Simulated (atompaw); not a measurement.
## Reading a pseudo-wave (H)

Columns: radius, all-electron u(r) and pseudo u(r) of the 1s shell (level -6.49 eV) of hydrogen in the configuration 1s1; PBE, scalar-relativistic, PAW (atompaw) scheme, atompaw 4.2.0.5.

```tsv
r (bohr)	all-electron	pseudo
0.056	0.1016	0.0621
0.112	0.1920	0.1236
0.167	0.2706	0.1828
0.223	0.3413	0.2413
0.279	0.4033	0.2974
0.335	0.4574	0.3507
0.390	0.5036	0.4000
0.446	0.5441	0.4466
0.502	0.5788	0.4893
0.558	0.6081	0.5280
0.613	0.6322	0.5620
0.669	0.6524	0.5923
0.725	0.6686	0.6184
0.781	0.6814	0.6403
0.837	0.6909	0.6582
0.892	0.6975	0.6719
0.948	0.7016	0.6824
1.004	0.7035	0.6895
1.060	0.7034	0.6937
1.115	0.7014	0.6951
1.171	0.6978	0.6941
1.227	0.6928	0.6909
1.283	0.6865	0.6858
1.338	0.6792	0.6791
1.394	0.6709	0.6709
1.450	0.6617	0.6617
```

(1) How many radial nodes do the two functions have?

(2) Is the pseudo-wave norm-conserving?

## Answers

(1) The all-electron 1s function has n − l − 1 = 0; the pseudo-wave has 0.

(2) No, it belongs to a PAW set: the norm inside the radius is not constrained, and the difference is carried by the augmentation charge.
